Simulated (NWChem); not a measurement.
# Si$_{2}$H$_{4}$, singlet; SMILES [SiH][SiH3]

Program: NWChem. Pople sets run with spherical d functions. Low-valent species are run as closed-shell singlets; no triplet was tried in these runs. Structure relaxed at the PBE0-D3(BJ)/def2-TZVP level. Static field.

```csv
level,basis functions,isotropic polarisability (bohr³),anisotropy (bohr³),relative time
PBE/6-31G*,44,56.2,36.7,1
PBE/6-31+G*,52,61.8,38.1,1
PBE/def2-SVP,56,58.7,31.3,1
PBE/def2-SVPD,80,68.9,33.8,2
PBE/def2-TZVP,98,65.6,34.9,3
PBE/aug-cc-pVDZ,90,71.0,34.6,6
PBE/Sadlej pVTZ,100,71.3,34.7,5
PBE/def2-TZVPD,122,70.7,34.7,6
```

Times are rough ratios from one shared machine.
